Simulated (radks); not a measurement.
Values are calculated unless marked as measured or tabulated.
Question: Species: Ru. Configuration: [Kr] 4d7 5s1. Code: a radial shooting solver on a logarithmic mesh with Libxc functionals. Model: Dirac Kohn-Sham, B86b exchange with PBE correlation, spin-unpolarised, spherical densities, finite nucleus; open shells are shared between the two j in proportion to 2j + 1; Fermi nuclear charge, rms radius 4.4809 fm.

Spin-orbit splittings of the eigenvalues, e(l+1/2) - e(l-1/2), with zeta = 2 splitting/(2l+1) and mean radii in bohr:

| shell | occ. | splitting (eV) | zeta (eV) | <r> j=l-1/2 | <r> j=l+1/2 |
|---|---|---|---|---|---|
| 2p | 6 | 131.0 | 87.31 | 0.1236 | 0.1284 |
| 3p | 6 | 22.22 | 14.81 | 0.3956 | 0.4063 |
| 3d | 10 | 4.328 | 1.731 | 0.3821 | 0.3856 |
| 4p | 6 | 3.380 | 2.253 | 1.107 | 1.139 |
| 4d | 7 | 0.3216 | 0.1287 | 1.686 | 1.714 |
| 5p | 0 | ? | ? | 5.155 | 5.375 |

Estimate the 5p splitting.

Answer: 0.1037 eV (zeta = 0.06913 eV).
